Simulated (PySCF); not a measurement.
## Property card for `Cn1nc2cccc(F)c2n1`

C₇H₆FN₃.
SMILES with atom numbers: `[CH3:1][n:2]1[n:3][c:4]2[cH:5][cH:6][cH:7][c:8]([F:9])[c:10]2[n:11]1` (hydrogens: H12, H13, H14 on C1; H15 on C5; H16 on C6; H17 on C7)

Structural features include: benzene ring, pyridine-type ring nitrogen, pyrrole-type ring nitrogen and C–F bond.

GFN2-xTB geometry:

```yaml
Rotational_constants_A_B_C_of_the_GFN2-xTB_geometry: 2.156, 0.973, 0.673 GHz
```

**PBE0/pcSseg-1 ground state and GIAO shieldings, non-relativistic (PySCF)**

```yaml
Dipole_moment: 1.87 D
HOMO_energy: -6.73 eV
LUMO_energy: -1.48 eV
HOMO–LUMO_gap: 5.25 eV
Lowest_Hirshfeld_atomic_charge: -0.14 e on N3/N11
Highest_Hirshfeld_atomic_charge: +0.12 e on N2
13C_chemical_shifts_computed_TMS_as_zero_by_class: 163.3 (C8), 152.8 (C4), 140.1 (C10), 131.3 (C6), 119.5 (C5), 115.9 (C7), 43.3 (C1) ppm
1H_chemical_shifts_computed_TMS_as_zero_by_class: 8.00 (H15), 7.69 (H16), 7.40 (H17), 4.61 (H12/H13/H14) ppm
Isotropic_shieldings_of_nuclei_other_than_C_and_H_by_class: -81 (N3), -79 (N11), -18 (N2), 296 (F9) ppm
Mayer_bond_orders_between_heavy_atoms: C1–N2 0.89, N2–N3 1.27, N3–C4 1.34, C4–C5 1.29, C5–C6 1.56, C6–C7 1.29, C7–C8 1.59, C8–F9 0.90, C8–C10 1.21, C10–N11 1.33, N11–N2 1.28, C10–C4 1.16
```

Monoisotopic mass (most abundant isotopes): 151.0546 u.

The rotational constants make it an asymmetric top with κ = (2B − A − C)/(A − C) = -0.60, nearer the prolate limit (−1). The dipole equals about 6.2 × 10⁻³⁰ C·m (1 D = 3.33564 × 10⁻³⁰ C·m). With B = h/(8π²I), that is 505.379 GHz u Å² over I, the principal moments of inertia are 234.4, 519.1 and 750.4 u Å² (most abundant isotopes); the inertial defect Ic − Ia − Ib is -3.1 u Å² (zero for a rigid planar frame, negative otherwise).

Isolated species at its GFN2-xTB geometry, gas phase. GFN2-xTB frequencies show an imaginary mode (28i cm⁻¹), so this geometry is no minimum at that level. NMR classes are plain means over equivalent atoms (diastereotopic ones count apart unless rotation or inversion swaps them), as if these changed places fast; in this geometry the members of some classes differ.
